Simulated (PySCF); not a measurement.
**Core-level binding energies of (ClBe-mu-Cl)2**

Species: (ClBe-mu-Cl)2.
Bonds: Be1–Cl2, Be1–Cl3, Be1–Cl6, Cl3–Be4, Be4–Cl5, Be4–Cl6.

Theory: PySCF, delta-SCF UKS SCAN, pcX-2 on the ionised atom, pcseg-1 elsewhere, spin-free X2C. Each binding energy is the total energy of the core-ionised species, with the hole localised on one atom, minus that of the ground state; both are solved self-consistently, so orbital relaxation is included.

**Question.** List the computed XPS lines with their assignment.

**Answer.** 
| atom(s) | environment | level | binding energy (eV) | 2p1/2 (eV) | above the level's lowest (eV) | count |
| --- | --- | --- | --- | --- | --- | --- |
| Cl3/Cl6 | chlorine bonded to 2 Be | Cl 1s | 2830.29 | – | +1.64 | 2 |
| Cl2/Cl5 | chlorine bonded to Be | Cl 1s | 2828.65 | – | 0.00 | 2 |
| Cl3/Cl6 | chlorine bonded to 2 Be | Cl 2p3/2 | 207.64 | 209.30 | +1.57 | 2 |
| Cl2/Cl5 | chlorine bonded to Be | Cl 2p3/2 | 206.07 | 207.72 | 0.00 | 2 |
| Be1/Be4 | beryllium bonded to 3 Cl | Be 1s | 122.71 | – | 0.00 | 2 |

The listed Cl 1s values span 1.64 eV, from Cl2/Cl5 (bonded to Be) to Cl3/Cl6 (bonded to 2 Be).

The listed Cl 2p3/2 values span 1.57 eV, from Cl2/Cl5 (bonded to Be) to Cl3/Cl6 (bonded to 2 Be).

**Question.** What is the longest wavelength that can ionise Cl 2p3/2 of Cl2/Cl5 vertically?

**Answer.** λ = hc/E = 12398.42 eV Å / 206.07 eV = 60.166 Å.

**Question.** Which effective nuclear charge Zeff reproduces each element's mean 1s value in the hydrogen-like formula E = 13.606 eV × Zeff²?

**Answer.** Be (Z = 4): mean 122.7 eV, Zeff = 3.00, Z − Zeff = 1.00; Cl (Z = 17): mean 2829.5 eV, Zeff = 14.42, Z − Zeff = 2.58. Means run over the listed sites, weighted by atom count.

Atoms equivalent by their bonding share one computed value, that of the first of them. For 2p shells one spin-free hole was relaxed; a mean-field spin–orbit operator and the ground-state splitting of the three 2p orbitals were then diagonalised within the shell. The shell's mean is (2 × 2p3/2 + 2p1/2)/3, and the degeneracies 2j + 1 give areas of 2:1. 2p1/2 minus 2p3/2 (ligand field included): Cl 1.65 eV. Geometry: PBE0-D3(BJ)/def2-SVP, one conformer, isolated molecule.
